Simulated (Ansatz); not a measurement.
```yaml
crystal:
  periodic: [false, false, false]
  atoms:
    - {symbol: C, position_ang: [-2.027730, -0.114337, 0.459741]}
    - {symbol: C, position_ang: [-1.023386, 0.028982, -0.395688]}
    - {symbol: C, position_ang: [0.258212, -0.723048, -0.342558]}
    - {symbol: Ge, position_ang: [1.742143, 0.437277, 0.183191]}
    - {symbol: F, position_ang: [1.810652, 1.695387, -1.028596]}
    - {symbol: H, position_ang: [-1.987270, -0.836262, 1.269819]}
    - {symbol: H, position_ang: [-2.927031, 0.483884, 0.377614]}
    - {symbol: H, position_ang: [-1.107815, 0.766681, -1.190420]}
    - {symbol: H, position_ang: [0.209457, -1.550457, 0.371319]}
    - {symbol: H, position_ang: [0.522644, -1.135398, -1.320918]}
    - {symbol: H, position_ang: [1.495048, 1.154173, 1.519158]}
    - {symbol: H, position_ang: [3.111976, -0.262183, 0.131340]}
basis:
  gaussian: {orbitals: "6-31G*"}
total_charge: -1
magnetization: {spin_polarized: true, initial_magnetization: 1}
hamiltonian: {xc: {name: wB97}}
scf: {lower_state_search: off}
output: {forces: true}
```

```sh
$ ansatz run in.yaml --threads 4 --pin off --events-out ev --progress --plain --max-ram 10444MiB
```

It prints (some lines left out):

```
Functional definition: wB97
1296 factors; their error is unknown
403 factors; integrals over basis functions are off by at most 1.3e-5 eV
mean field evaluation 1: about -62450.8517 eV, gradient 2.3e1 eV
mean field evaluation 2: about -62451.6880 eV, gradient 2.2e1 eV
mean field evaluation 4: about -62453.4778 eV, gradient 1.2e0 eV
mean field evaluation 8: about -62453.5232 eV, gradient 3.3e-1 eV
mean field evaluation 16: about -62453.4873 eV, gradient 4.8e-2 eV
mean field evaluation 32: about -62453.4875 eV, gradient 6.6e-5 eV
mean field -62453.48746938 eV, -2295.1233320056 hartree, gradient 4.6e-6 eV, S^2 0.756778; 0 other end points of the search recorded, 0 dependent functions left out
reference -62453.48746478 eV, -2295.1233318363 hartree; 34, 33 occupied and 75, 76 virtual orbitals, 1296 factors
Total energy: -62453.48746478 eV, -2295.1233318363 hartree
Atom 0 at    -2.027730    -0.114337     0.459741 Å, force    -1.286358    -0.160213     1.287260 eV/Å
Atom 1 at    -1.023386     0.028982    -0.395688 Å, force     1.499141    -0.074629    -1.498475 eV/Å
Atom 2 at     0.258212    -0.723048    -0.342558 Å, force    -0.399746     0.104033    -0.163830 eV/Å
Atom 3 at     1.742143     0.437277     0.183191 Å, force     0.005220    -1.485814     2.316340 eV/Å
Atom 4 at     1.810652     1.695387    -1.028596 Å, force    -0.050266     0.960867    -1.401513 eV/Å
Atom 5 at    -1.987270    -0.836262     1.269819 Å, force    -0.019043    -0.157764     0.145929 eV/Å
Atom 6 at    -2.927031     0.483884     0.377614 Å, force    -0.224134     0.183562     0.098324 eV/Å
Atom 7 at    -1.107815     0.766681    -1.190420 Å, force     0.076155     0.189641    -0.158277 eV/Å
Atom 8 at     0.209457    -1.550457     0.371319 Å, force    -0.151312    -0.044635    -0.075986 eV/Å
Atom 9 at     0.522644    -1.135398    -1.320918 Å, force     0.048300    -0.076124    -0.203805 eV/Å
Atom 10 at     1.495048     1.154173     1.519158 Å, force    -0.009483     0.275385     0.024043 eV/Å
Atom 11 at     3.111976    -0.262183     0.131340 Å, force     0.511526     0.285691    -0.370011 eV/Å
Dipole moment:    -0.028753    -0.256259    -0.127802 e Å
Checks for a lower state left out: stability, starts, cluster_reference, orbital_swaps, neighbouring_geometries, increment
```

Run time 6.5 s (4 threads of an Arm Neoverse V1 on a shared host); peak host memory 0.22 GiB.
